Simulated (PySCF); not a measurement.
A structure optimised at PBE-D3(BJ)/def2-TZVP, used in a PySCF frequency run:

```xyz
4

Cd     0.0058     0.0088     0.0000
F     -0.0072     1.9550     0.0000
O     -0.1232    -1.9591     0.0000
H      0.7715    -2.3427     0.0000
```

Problem. Write its SMILES, formula and point group.

Solution. [OH][Cd][F], CdFHO, Cs

Problem. What are its rotational constants (standard atomic weights)?

Solution. 615.43, 3.6241, 3.6029 GHz
